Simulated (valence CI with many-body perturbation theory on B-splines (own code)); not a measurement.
Re69+: key properties

Level of theory: configuration interaction combined with many-body perturbation theory (CI+MBPT): four valence electrons over a frozen Dirac-Fock core [He], radial functions for each j: 11 s, 11 p, 9 d, 7 f, 5 g, 2 h, 1 i, with the one-electron correlation potential Σ1 (screened to all orders), the two-electron term Σ2, the three-electron term Σ3, Breit, model QED; selected single and double excitations, second order for the rest (own B-spline code, finite nucleus).

No measured spectrum was set against this ion. As an estimate, large intervals hold to a few tenths of a per cent, small ones and those within an open d or f shell to about a per cent. Among the levels kept, up to 280 cm⁻¹ of a level comes from second order outside the variational space, and about a tenth of that is noise between levels of different J, which matters for small intervals.

Levels are named by their leading jj configuration (3d3/2^4 stands for four electrons in 3d with j = 3/2), which in mixed levels can hold well under half, so a name can repeat and another be missing.

Rates and lifetimes use the calculated energies. Strong lines usually hold to 10 to 20 %, long lifetimes can be off by a factor of two.

Task: What is the ground level?

Result: (2s^2 2p1/2^2) J=0, composition 68 % 2s2 2p2 3P + 32 % 2s2 2p2 1S.

Task: What are the static dipole polarisabilities of the lowest levels?

Result: (2s^2 2p1/2^2) J=0 6.98e-05 bohr³, of which the core gives 2.05e-07.

Task: Among levels below 13349 eV, which E1 lines absorb most strongly from the ground level?

Result: to (2s^2 2p1/2 3d3/2) J=1 at 0.1088 nm, f = 1.08; to (2s 2p1/2^2 3p1/2) J=1 at 0.1114 nm, f = 0.320; to (2s 2p1/2^2 3p3/2) J=1 at 0.1070 nm, f = 0.287.

Task: Name the longest-lived excited levels whose lifetime is computed, and their main decay.

Result: (2s^2 2p1/2 2p3/2) J=2 at 1521 eV lives 8.64 ns, mostly by E2 to (2s^2 2p1/2^2) J=0; (2s^2 2p1/2 2p3/2) J=1 at 1502 eV lives 48.2 ps, mostly by M1 to (2s^2 2p1/2^2) J=0; (2s 2p1/2^2 2p3/2) J=2 at 1811 eV lives 29.0 ps, mostly by E1 to (2s^2 2p1/2 2p3/2) J=1.

Task: How well does LS coupling describe the low levels?

Result: Among the lowest 20 levels the leading LS term, summed over configurations, holds 67 % on average. For single configurations the figures are 67 % in LS and 100 % in jj coupling. Terms mix most in the J = 1 level at 1901 eV, where the leading one holds 31 %.
